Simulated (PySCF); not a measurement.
A calculated (LDA, PySCF 2.14, x2c-TZVPPall with one added diffuse shell each of s, p, d, f type, scalar relativity by spin-free X2C-1e) atom or ion has these occupied shells.

| shell | electrons | orbital energy (eV) | rms radius, mean of both spins (bohr) |
| --- | --- | --- | --- |
| 1s α | 1 | -19775.7 | 0.0404 |
| 1s β | 1 | -19775.7 | 0.0404 |
| 2s α | 1 | -2804.6 | 0.167 |
| 2s β | 1 | -2804.2 | 0.167 |
| 2p α | 3 | -2511.5 | 0.148 |
| 2p β | 3 | -2511.2 | 0.148 |
| 3s α | 1 | -486.07 | 0.460 |
| 3s β | 1 | -485.73 | 0.460 |
| 3p α | 3 | -389.93 | 0.465 |
| 3p β | 3 | -389.56 | 0.465 |
| 3d α | 5 | -232.62 | 0.456 |
| 3d β | 5 | -232.14 | 0.456 |
| 4s α | 1 | -76.273 | 1.17 |
| 4s β | 1 | -73.953 | 1.17 |
| 4p α | 3 | -50.454 | 1.32 |
| 4p β | 3 | -47.946 | 1.32 |
| 4d α | 4 | -14.910 | 1.94 |
| 5p α | 1 | -8.101 | 4.04 |

(1) Name the element and its charge.

## Answers

(1) Mo⁺ (molybdenum, charge +1), in [Kr] 4d4 5p1, one real determinant (an excited configuration).
